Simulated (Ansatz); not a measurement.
Br$_{2}$ClFSi, SMILES `F[Si](Cl)(Br)Br`. Total charge 0; spin multiplicity 1. Geometry: relaxed with PBE0-D4/def2-TZVP.

```xyz
5

F    -1.426   -0.687    0.499
Si   -0.069   -0.053    0.006
Cl    0.612   -1.157   -1.539
Br    1.348   -0.100    1.665
Br   -0.465    1.996   -0.631
```

**Question.** What is the dipole moment at r2SCAN/def2-TZVPP? (An estimate is asked.)

**Answer.** The calculation gave: 0.58 D, with components (0.48, 0.29, -0.12) D in this frame, pointing from negative to positive charge.

**Question.** And with PBE, B3LYP, ωB97M-V? (Estimate.)

**Answer.** Computed: PBE 0.59 D, B3LYP 0.63 D, ωB97M-V 0.60 D.

**Question.** Give the Mulliken charges with r2SCAN, ωB97M-V, B3LYP in def2-TZVPP. (Estimate.)

**Answer.** The calculation gave: 
```json
{"atom": "F1", "r2SCAN": "-0.27", "ωB97M-V": "-0.25", "B3LYP": "-0.27"}
{"atom": "Si2", "r2SCAN": "0.72", "ωB97M-V": "0.62", "B3LYP": "0.70"}
{"atom": "Cl3", "r2SCAN": "-0.17", "ωB97M-V": "-0.13", "B3LYP": "-0.17"}
{"atom": "Br4", "r2SCAN": "-0.14", "ωB97M-V": "-0.11", "B3LYP": "-0.14"}
{"atom": "Br5", "r2SCAN": "-0.14", "ωB97M-V": "-0.11", "B3LYP": "-0.14"}
```

B3LYP here is the variant with VWN-RPA as its local correlation; programs differ in this.
